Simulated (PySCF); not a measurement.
C5H8Si, SMILES C1[C@@H]([C@@H]1C#C)[SiH3]. Coordinates come from a ωB97X-D3(BJ)/def2-SVP optimisation. The structure was generated by enumeration; whether it is a known compound was not checked.

Calculation: ωB97X-D3(BJ)/def2-SVP in PySCF.

Harmonic wavenumbers (cm⁻¹): 91, 150, 185, 252, 280, 517, 534, 589, 680, 706, 734, 745, 798, 861, 943, 957, 967, 976, 1018, 1027, 1095, 1121, 1144, 1214, 1327, 1403, 1495, 2246, 2259, 2267, 2271, 3160, 3180, 3193, 3260, 3486. Rotational constants (GHz): 3.935, 2.339, 1.646; symmetry number 1.

Q: Work out the zero-point energy and the ideal-gas rigid-rotor harmonic-oscillator thermochemistry at 298.15 K and 1 atm.

A: ZPE = ½ Σ hcν = ½ × 47128 cm⁻¹ = 281.89 kJ/mol. H − E(el) = 303.37 kJ/mol. Entropy in J/(mol K): translation 165.70, rotation 114.86, vibration 66.57, total 347.13. G − E(el) = 199.87 kJ/mol. Cp = 120.11 J/(mol K). Modes under 150 cm⁻¹ make the vibrational entropy uncertain.
